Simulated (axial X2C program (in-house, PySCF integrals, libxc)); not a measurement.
**MoBr: cheaper levels and CCSD(T), 2c**

All values were computed with an in-house relativistic program for diatomic molecules. Two-component (2c) means X2C with spin–orbit coupling and atomic mean-field two-electron Coulomb and Gaunt terms. Basis: Mo dyall-cv3z [11s12p9d5f3g], Br dyall-cv3z [8s9p6d4f1g] (cores contracted in-house); Gaussian nuclei, density fitting, unrestricted open shells. Masses: Mo 97.905 u, Br 78.918 u.

State: Ω = 5/2 (⟨Sz⟩ = 2.50, ⟨Lz⟩ = 0.00 at HF); fragments Mo + Br.

```json
{"level": "PBE0", "Re (Å)": "2.436", "ωe (cm⁻¹)": "264.0", "De (eV)": "3.21"}
{"level": "HF", "Re (Å)": "2.546", "ωe (cm⁻¹)": "229.8", "De (eV)": "1.96"}
{"level": "MP2", "Re (Å)": "2.425", "ωe (cm⁻¹)": "273.9", "De (eV)": "3.15"}
{"level": "CCSD", "Re (Å)": "2.456", "ωe (cm⁻¹)": "262.9", "De (eV)": "2.93"}
{"level": "B3LYP", "Re (Å)": "2.454", "ωe (cm⁻¹)": "258.3", "De (eV)": "3.18"}
```

Correlated methods: 21 electrons correlated (number of frozen shells: Mo 3 s, 2 p, 1 d; Br 3 s, 2 p, 1 d), 307 virtual spin orbitals or spinors in MP2, 110 natural virtuals in coupled cluster.

CCSD(T), same Hamiltonian and basis:

Re = 2.445 Å, ωe = 267.5 cm⁻¹; T1 = 0.013 (Lee–Taylor normalisation).

**Question.** Give the differences from CCSD(T) in the columns below.

**Answer.** 

| level | ΔRe (Å) | Δωe (cm⁻¹) |
| --- | --- | --- |
| PBE0 | -0.009 | -3.5 |
| HF | 0.101 | -37.7 |
| MP2 | -0.020 | 6.4 |
| CCSD | 0.011 | -4.6 |
| B3LYP | 0.009 | -9.2 |

One determinant describes the state; a PBE0 search over occupations chose it and may have missed a lower one. De is counted from the lowest determinant-based energies of the atoms at the same level, without counterpoise correction. De is not given where an atomic determinant may have missed its ground term or J level, or where the truncated virtual space spoils (T). Density functionals use the spin component along the axis (collinear). Coupled cluster ran in a truncated set of natural virtual spinors; the MP2 energy of the rest was added. (T) has no such correction and the atoms are truncated less, which lowers De at CCSD(T) by a hundredth of an eV or more. The functionals have no current-density term, which raises determinants with orbital currents, atoms included. With several unpaired electrons one determinant need not be a pure state. This is the top spin component of a Σ state; components of lower Ω are not single determinants and can lie lower.
